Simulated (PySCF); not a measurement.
Structure with atom numbers: `[N:1]#[C:2][C@@:3]12[CH2:4][CH2:5][C@H:6]([F:7])[C@@H:8]1[CH2:9]2` (H(Xn): hydrogen on atom n). Ha(C9) is cis to C6 on the ring; Ha(C4), Ha(C5) are cis to F7 on the ring; Hb(C9) is trans to C6 on the ring; Hb(C4), Hb(C5) are trans to F7 on the ring.

Theoretical values (PySCF): GFN2-xTB structure, NMR shieldings at PBE0/pcSseg-1/GIAO. Single conformer, relativity neglected, isolated molecule.

Shifts are taken against calculated references (same method and geometry level): TMS for 13C.

**Question.** Do the 13C shifts follow the atomic charges (in e)? Tabulate both.

**Answer.** 
```csv
atoms,hybridisation,δ (ppm),σ para (ppm),Hirshfeld,IAO,Mulliken,ESP-fitted
C2,sp,126.4,-196,+0.08,+0.14,+0.21,+0.37
C6,sp3,98.1,-152,+0.07,+0.18,+0.29,+0.20
C8,sp3,34.8,-99,-0.04,-0.14,-0.19,-0.09
C4,sp3,31.7,-87,-0.06,-0.25,-0.03,-0.24
C5,sp3,30.7,-92,-0.07,-0.29,-0.26,-0.16
C9,sp3,16.8,-80,-0.07,-0.27,-0.00,-0.35
C3,sp3,15.4,-84,+0.02,-0.03,-0.53,-0.00
```

Correlation coefficients of δ with charge over these carbons: Hirshfeld +0.82, IAO +0.82, Mulliken +0.78, ESP-fitted +0.89; with the paramagnetic shielding -0.99. Among the 6 sp3 carbons alone: Hirshfeld +0.70, IAO +0.76, Mulliken +0.76, ESP-fitted +0.76. With so few points, grouped by hybridisation, these coefficients are fragile. Charge is one influence among several: hybridisation and low-lying excitations act through the paramagnetic term.

Shifts are as computed. Against solution values, carbons near 30 ppm lie about +3 ppm off and those near 130 ppm about +5 ppm (rms about the fit 2.1 ppm; single classes can miss by 10 ppm). Of 1328 compounds with measured shifts, 309 miss one by over three times the rms of a fit or turn the order of signals round; such compounds aren't used in these exercises. Signals without a measured value on file couldn't be tested in this way; 1H shifts scatter by 0.2 ppm about their fit, and single ones miss by 0.5 ppm.
